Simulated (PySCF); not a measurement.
C6H7 (SMILES [C]1=CC=CCC1), doublet (typed; the unrestricted solution is spin-contaminated), at a GFN2-xTB geometry, with bond 10-5 at 3.0 times its length; HF/6-31G in PySCF.

The PySCF input:
```python
from pyscf import gto, scf

mol = gto.M(
    atom='''
C    -0.018138   -1.398782   -0.195215
C     1.185989   -0.885852   -0.223794
C     1.295008    0.581937   -0.190749
C     0.236536    1.320162    0.125622
C    -1.069693    0.701733    0.532240
C    -1.290734   -0.671886   -0.142800
H     2.092801   -1.464572   -0.293791
H     2.248208    1.017152   -0.451230
H     0.297299    2.398774    0.162361
H    -3.570582    2.682936   -0.206955
H    -1.060605    0.574376    1.621478
H    -1.658289   -0.543908   -1.168013
H    -2.049903   -1.227830    0.411529
''',
    basis='6-31g',
    charge=0,
    spin=1,
    verbose=4,
)

mf = scf.UHF(mol)
mf.kernel()
mo_i, mo_e, stable_i, stable_e = mf.stability(internal=True, external=True, return_status=True, nroots=6, tol=1e-6)
print('internally stable:', stable_i, ' externally stable:', stable_e)
if not stable_i:
    umf = mf.copy()
    umf.scf_summary = {}
    umf.kernel(umf.make_rdm1(mo_i, mf.mo_occ))
```

It wrote (shortened):

```
PySCF version 2.14.0

[INPUT] verbose = 4
[INPUT] num. atoms = 13
[INPUT] num. electrons = 43
[INPUT] charge = 0
[INPUT] spin (= nelec alpha-beta = 2S) = 1
[INPUT] symmetry False subgroup None
[INPUT] Mole.unit = angstrom
[INPUT] Symbol           X                Y                Z      unit          X                Y                Z       unit  Magmom
[INPUT]  1 C     -0.018138000000  -1.398782000000  -0.195215000000 AA   -0.034275852447  -2.643314887971  -0.368902885407 Bohr   0.0
[INPUT]  2 C      1.185989000000  -0.885852000000  -0.223794000000 AA    2.241194396747  -1.674017666898  -0.422909368321 Bohr   0.0
[INPUT]  3 C      1.295008000000   0.581937000000  -0.190749000000 AA    2.447210449121   1.099701551751  -0.360463368535 Bohr   0.0
[INPUT]  4 C      0.236536000000   1.320162000000   0.125622000000 AA    0.446988258600   2.494744620058   0.237391175220 Bohr   0.0
[INPUT]  5 C     -1.069693000000   0.701733000000   0.532240000000 AA   -2.021426807364   1.326083182569   1.005787832539 Bohr   0.0
[INPUT]  6 C     -1.290734000000  -0.671886000000  -0.142800000000 AA   -2.439133759664  -1.269680526930  -0.269852890588 Bohr   0.0
[INPUT]  7 H      2.092801000000  -1.464572000000  -0.293791000000 AA    3.954820723216  -2.767639969707  -0.555184527862 Bohr   0.0
[INPUT]  8 H      2.248208000000   1.017152000000  -0.451230000000 AA    4.248497391056   1.922138707054  -0.852701119187 Bohr   0.0
[INPUT]  9 H      0.297299000000   2.398774000000   0.162361000000 AA    0.561813687107   4.533025894727   0.306817823311 Bohr   0.0
[INPUT] 10 H     -3.570582000000   2.682936000000  -0.206955000000 AA   -6.747422085302   5.070014249736  -0.391088270109 Bohr   0.0
[INPUT] 11 H     -1.060605000000   0.574376000000   1.621478000000 AA   -2.004252976344   1.085413332523   3.064149337008 Bohr   0.0
[INPUT] 12 H     -1.658289000000  -0.543908000000  -1.168013000000 AA   -3.133712045379  -1.027837156960  -2.207224679932 Bohr   0.0
[INPUT] 13 H     -2.049903000000  -1.227830000000   0.411529000000 AA   -3.873755251924  -2.320262427525   0.777677102316 Bohr   0.0

nuclear repulsion = 206.17398309086
number of shells = 44
number of NR pGTOs = 160
number of NR cGTOs = 68
basis = 6-31g
ecp = {}

******** <class 'pyscf.scf.uhf.UHF'> ********
method = UHF
initial guess = minao
damping factor = 0
level_shift factor = 0
DIIS = <class 'pyscf.scf.diis.CDIIS'>
diis_start_cycle = 1
diis_space = 8
diis_damp = 0
SCF conv_tol = 1e-09
SCF conv_tol_grad = None
SCF max_cycles = 50
direct_scf = True
direct_scf_tol = 1e-13
number electrons alpha = 22  beta = 21
Set gradient conv threshold to 3.16228e-05
init E= -232.322819209871

cycle= 1 E= -230.603217850432  delta_E= 1.72  |g|= 0.379  |ddm|= 2.36
cycle= 2 E= -230.52477738894  delta_E= 0.0784  |g|= 0.457  |ddm|= 1.38
cycle= 3 E= -230.763560813878  delta_E= -0.239  |g|= 0.139  |ddm|= 0.999
cycle= 4 E= -230.804325866549  delta_E= -0.0408  |g|= 0.094  |ddm|= 0.299
cycle= 5 E= -230.833471401621  delta_E= -0.0291  |g|= 0.103  |ddm|= 0.176
cycle= 6 E= -230.791723300711  delta_E= 0.0417  |g|= 0.0696  |ddm|= 0.285
cycle= 7 E= -230.793800840325  delta_E= -0.00208  |g|= 0.073  |ddm|= 0.396
cycle= 8 E= -230.795889888847  delta_E= -0.00209  |g|= 0.0598  |ddm|= 0.0874
cycle= 9 E= -230.807307325958  delta_E= -0.0114  |g|= 0.0412  |ddm|= 0.226
cycle= 10 E= -230.814718467909  delta_E= -0.00741  |g|= 0.0336  |ddm|= 0.158
cycle= 11 E= -230.815866788644  delta_E= -0.00115  |g|= 0.0262  |ddm|= 0.0776
cycle= 12 E= -230.817803593513  delta_E= -0.00194  |g|= 0.0206  |ddm|= 0.0749
cycle= 13 E= -230.819790810222  delta_E= -0.00199  |g|= 0.0179  |ddm|= 0.09
cycle= 14 E= -230.820352296089  delta_E= -0.000561  |g|= 0.0172  |ddm|= 0.0356
cycle= 15 E= -230.822408284436  delta_E= -0.00206  |g|= 0.015  |ddm|= 0.0881
cycle= 16 E= -230.825175715053  delta_E= -0.00277  |g|= 0.00712  |ddm|= 0.19
cycle= 17 E= -230.824884186013  delta_E= 0.000292  |g|= 0.00834  |ddm|= 0.0501
cycle= 18 E= -230.825465986738  delta_E= -0.000582  |g|= 0.00399  |ddm|= 0.0689
cycle= 19 E= -230.825581280267  delta_E= -0.000115  |g|= 0.00159  |ddm|= 0.0521
cycle= 20 E= -230.825569971122  delta_E= 1.13e-05  |g|= 0.00152  |ddm|= 0.0252
cycle= 21 E= -230.825580498503  delta_E= -1.05e-05  |g|= 0.00126  |ddm|= 0.0295
cycle= 22 E= -230.825587453255  delta_E= -6.95e-06  |g|= 0.000555  |ddm|= 0.0071
cycle= 23 E= -230.825588886976  delta_E= -1.43e-06  |g|= 0.000119  |ddm|= 0.00476
cycle= 24 E= -230.825588890991  delta_E= -4.02e-09  |g|= 6.73e-05  |ddm|= 0.000321
cycle= 25 E= -230.82558890122  delta_E= -1.02e-08  |g|= 2.83e-05  |ddm|= 0.000336
cycle= 26 E= -230.825588904086  delta_E= -2.87e-09  |g|= 1.14e-05  |ddm|= 0.000207
cycle= 27 E= -230.825588904306  delta_E= -2.2e-10  |g|= 4.18e-06  |ddm|= 3.6e-05
Extra cycle  E= -230.825588904359  delta_E= -5.28e-11  |g|= 4.43e-06  |ddm|= 1.05e-05
converged SCF energy = -230.825588904359  <S^2> = 1.34639  2S+1 = 2.5269666
uhf_internal: lowest eigs of H = [-0.59272601  0.17827115  0.21535513  0.27576002  0.30691039  0.32348532]
<class 'pyscf.scf.uhf.UHF'> wavefunction has an internal instability
uhf_real2complex: lowest eigs of H = [0.03738365 0.03897051 0.12599556 0.13663871 0.17276035 0.20395069]
<class 'pyscf.scf.uhf.UHF'> wavefunction is stable in the real -> complex stability analysis
uhf_external: lowest eigs of H = [-2.96753614e-01  3.84482843e-08  3.43834361e-02  3.83802682e-02
  8.50710722e-02  9.47978997e-02]
<class 'pyscf.scf.uhf.UHF'> wavefunction has an UHF/UKS -> GHF/GKS instability
internally stable: False  externally stable: False

******** <class 'pyscf.scf.uhf.UHF'> ********
method = UHF
initial guess = minao
damping factor = 0
level_shift factor = 0
DIIS = <class 'pyscf.scf.diis.CDIIS'>
diis_start_cycle = 1
diis_space = 8
diis_damp = 0
SCF conv_tol = 1e-09
SCF conv_tol_grad = None
SCF max_cycles = 50
direct_scf = True
direct_scf_tol = 1e-13
number electrons alpha = 22  beta = 21
Set gradient conv threshold to 3.16228e-05
init E= -230.941211279605
cycle= 1 E= -230.964714439664  delta_E= -0.0235  |g|= 0.0438  |ddm|= 0.26
cycle= 2 E= -230.967788638455  delta_E= -0.00307  |g|= 0.0212  |ddm|= 0.102
cycle= 3 E= -230.968411165407  delta_E= -0.000623  |g|= 0.0106  |ddm|= 0.0403
cycle= 4 E= -230.968629047025  delta_E= -0.000218  |g|= 0.00355  |ddm|= 0.0359
cycle= 5 E= -230.968650932208  delta_E= -2.19e-05  |g|= 0.00203  |ddm|= 0.00835
cycle= 6 E= -230.968660421234  delta_E= -9.49e-06  |g|= 0.00108  |ddm|= 0.00571
cycle= 7 E= -230.968664905835  delta_E= -4.48e-06  |g|= 0.000581  |ddm|= 0.00476
cycle= 8 E= -230.968666267842  delta_E= -1.36e-06  |g|= 0.000416  |ddm|= 0.00221
cycle= 9 E= -230.968667286756  delta_E= -1.02e-06  |g|= 0.000294  |ddm|= 0.00216
cycle= 10 E= -230.968668044578  delta_E= -7.58e-07  |g|= 0.000154  |ddm|= 0.00255
cycle= 11 E= -230.968668242798  delta_E= -1.98e-07  |g|= 7.52e-05  |ddm|= 0.00148
cycle= 12 E= -230.968668273258  delta_E= -3.05e-08  |g|= 3.77e-05  |ddm|= 0.000566
cycle= 13 E= -230.968668279196  delta_E= -5.94e-09  |g|= 1.51e-05  |ddm|= 0.000251
cycle= 14 E= -230.96866827989  delta_E= -6.94e-10  |g|= 8.25e-06  |ddm|= 6.26e-05
Extra cycle  E= -230.968668280003  delta_E= -1.13e-10  |g|= 5.69e-06  |ddm|= 1.58e-05
converged SCF energy = -230.968668280003  <S^2> = 2.2064238  2S+1 = 3.1345965
```
